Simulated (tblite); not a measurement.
Species: C5H10ClO (doublet state).
Z-matrix (Å and degrees, GFN2-xTB geometry), rows numbered from 1:
```
C 
C   1  1.5381
C   2  1.4890  1  111.80
C   3  1.4935  2  118.17  1   -88.81
O   4  1.3984  3  114.96  2   164.24
C   3  1.4242  2  121.36  1    80.56
Cl  6  1.9660  3  110.00  2   -93.16
H   1  1.0870  2  109.99  3  -178.52
H   1  1.0868  2  110.39  3    61.49
H   1  1.0861  2  110.31  3   -58.37
H   2  1.0923  1  108.85  3  -121.22
H   2  1.0925  1  108.32  3   120.90
H   4  1.0998  3  110.06  2   -76.55
H   4  1.1058  3  108.84  2    39.58
H   5  0.9673  4  108.30  3   -49.54
H   6  1.0854  3  114.88  2   155.67
H   6  1.0835  3  115.39  2    21.03
```

All values are computed: GFN2-xTB (tblite) harmonic vibrations without scaling, gas phase. The method is semi-empirical: single wavenumbers can be off by several per cent or more. One conformer, not necessarily the lowest. Open shells enter through the occupations alone, without spin polarisation, and single modes of such species can be off by tens of per cent.

Harmonic wavenumbers (cm⁻¹): 51.9, 82.8, 94.1, 138.0, 198.5, 224.7, 271.6, 332.7, 375.8, 445.9, 501.8, 519.0, 803.7, 831.4, 891.1, 901.3, 991.0, 1043.2, 1057.2, 1064.5, 1103.6, 1118.4, 1144.5, 1220.7, 1250.6, 1287.4, 1308.5, 1337.1, 1352.4, 1399.1, 1427.1, 1443.2, 1477.2, 1490.8, 1497.2, 2784.8, 2881.7, 2966.1, 2974.0, 3014.2, 3037.8, 3045.7, 3047.8, 3058.5, 3475.2.

A = 2121, B = 1813, C = 1190 MHz; mass 121.042 u (most abundant isotopes); point group C1, symmetry number 1; spin multiplicity 2.

Task: Zero-point energy?

Result: Half the sum of the wavenumbers: 30482 cm⁻¹ = 364.64 kJ/mol.

Task: Give the ideal-gas entropy at 298.15 K and 1 bar in the rigid-rotor, harmonic-oscillator model (classical rotation).

Result: Translation 168.67, rotation 119.84, vibration 110.56, spin (R ln 2) 5.76: S = 404.8 J/(mol K).

Task: And Cp and H(298.15 K) − H(0)?

Result: Cp = 141.93 J/(mol K), of which vibrations give 108.67 (their classical limit is 45 R = 374.2); H(298.15 K) − H(0) = 27.05 kJ/mol without the zero-point energy, 17.14 from vibrations.

Task: Blend soft modes into free rotors: weight 1/[1 + (100 cm⁻¹/ν̃)⁴] for the oscillator and the rest for a rotor with moment μB/(μ + B), μ = h/(8π²ν), B = 10⁻⁴⁴ kg m². What vibrational entropy results?

Result: 101.79 J/(mol K) in place of 110.56, which changes −T·S at 298.15 K by +2.62 kJ/mol.

Task: Which modes carry the vibrational entropy at 298.15 K?

Result: 51.9 cm⁻¹: 19.85; 82.8 cm⁻¹: 16.00; 94.1 cm⁻¹: 14.95; 138.0 cm⁻¹: 11.85; 198.5 cm⁻¹: 8.98; 224.7 cm⁻¹: 8.04 J/(mol K); the other 39 give 30.90 together.

Task: How do the functions run with temperature in this model?

Result: 
| T (K) | S (J/(mol K)) | Cp (J/(mol K)) | H − H(0) (kJ/mol) | G − H(0) (kJ/mol) | ln q(vib) |
| --- | --- | --- | --- | --- | --- |
| 150 | 326.0 | 94.0 | 9.64 | -39.25 | 2.83 |
| 250 | 381.3 | 125.6 | 20.61 | -74.72 | 5.26 |
| 400 | 451.5 | 176.8 | 43.30 | -137.29 | 8.71 |
| 600 | 534.5 | 233.3 | 84.62 | -236.06 | 13.13 |
| 900 | 640.5 | 288.8 | 163.61 | -412.80 | 19.35 |

q(vib) and H(0) count from the zero-point level.

Task: What must be added to the electronic energy to get the Gibbs energy at 298.15 K and 1 bar?

Result: ZPE + [H(298.15 K) − H(0)] − T·S = 364.64 + 27.05 − 120.70 = 270.99 kJ/mol.

Hindered rotation and anharmonicity are outside this model. Other conformers, if any are populated, would add a mixing term that is left out. The structure is chiral; the term R ln 2 for an equal mix with its mirror image is left out.

On an Intel Xeon Platinum 8259CL at 2.50 GHz with one thread, shared host with 96 logical CPUs at a one-minute load of 82, this took 1.1 s. This covers the Hessian and the dipole derivatives.
